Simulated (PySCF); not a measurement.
## Frontier orbitals and the lowest excitations

Compound: C₇H₈FNSi.
Atom-mapped SMILES: `[CH2:1]=[N:2][SiH2:3][c:4]1[cH:5][cH:6][cH:7][c:8]([F:9])[cH:10]1` (hydrogens: H11, H12 on C1; H13, H14 on Si3; H15 on C5; H16 on C6; H17 on C7; H18 on C10)

Cartesian coordinates in Å at the PBE0-D3(BJ)/def2-SVP level; atoms count from 1:
```xyz
18
C7H8FNSi angstrom
C      3.5539    0.0185   -0.9359
N      2.5268   -0.5885   -0.5277
Si     1.5959   -0.2059    0.9114
C     -0.1973   -0.0656    0.3845
C     -0.6122   -0.5622   -0.8596
C     -1.9500   -0.4761   -1.2440
C     -2.8942    0.0996   -0.3969
C     -2.4741    0.5881    0.8352
F     -3.3703    1.1412    1.6523
C     -1.1462    0.5181    1.2351
H      4.0646   -0.3041   -1.8631
H      4.0164    0.8916   -0.4257
H      2.0385    1.0652    1.5790
H      1.7894   -1.3353    1.8690
H      0.1237   -1.0159   -1.5278
H     -2.2650   -0.8631   -2.2162
H     -3.9474    0.1788   -0.6729
H     -0.8760    0.9288    2.2118
```

The calculation used PySCF, TDDFT CAM-B3LYP/def2-SVPD, vertical, gas phase, core orbitals frozen in the response.

Kohn–Sham orbitals with the atoms that hold most of them (Löwdin shares over 4%, at most four atoms; ? is withheld):

```tsv
orbital	ε (eV)	atoms
LUMO+2	0.73	C5 19%, C8 18%, C6 16%, C10 12%
LUMO+1	0.28	C1 16%, N2 15%, C4 13%, C7 11%
LUMO	?	C1 24%, N2 18%, C4 8%, C7 7%
HOMO	-8.47	?
HOMO-1	-8.69	?
HOMO-2	-8.85	C10 21%, C6 19%, C4 18%, C7 18%
HOMO-3	-10.30	C4 22%, Si3 18%, N2 10%, H14 8%
```

Task: Give the leading atoms of the HOMO-1.

Result: N2 (bonded to C and Si) 56%; C1 (bonded to N and 2 H) 16%; Si3 (bonded to C, N and 2 H) 9%; H12 (bonded to C) 6%.

Task: Which atoms hold the HOMO, and with what shares?

Result: C5 (bonded to 2 C and H) 23%; C8 (bonded to 2 C and F) 19%; C4 (bonded to 2 C and Si) 11%; C7 (bonded to 2 C and H) 11%.

Task: What is the LUMO energy, and the HOMO–LUMO gap?

Result: ε(LUMO) = -0.03 eV; the gap is 8.44 eV (0.3103 hartree).

Task: The HOMO–LUMO gap is 8.44 eV. Where does the response calculation put the lowest singlet, and from which orbitals?

Result: S1 is at 4.09 eV (f = 0.0003), 4.36 eV below the gap, made of HOMO-1→LUMO (61%), HOMO-1→LUMO+1 (32%). Its leading pair isn't HOMO and LUMO; the energies of that pair differ by 8.66 eV. 

Next come S2 at 5.24 eV (f 0.030), HOMO→LUMO (39%), HOMO→LUMO+1 (28%), HOMO-2→LUMO+2 (21%); S3 at 5.98 eV (f 0.053), HOMO-2→LUMO (35%), HOMO→LUMO+2 (31%), HOMO-2→LUMO+1 (22%); S4 at 6.37 eV (f 0.012), HOMO-1→LUMO+1 (57%), HOMO-1→LUMO (27%); S5 at 6.46 eV (f 0.067), HOMO→LUMO (41%), HOMO→LUMO+1 (38%), HOMO-2→LUMO (11%).

One conformer stands for the species.
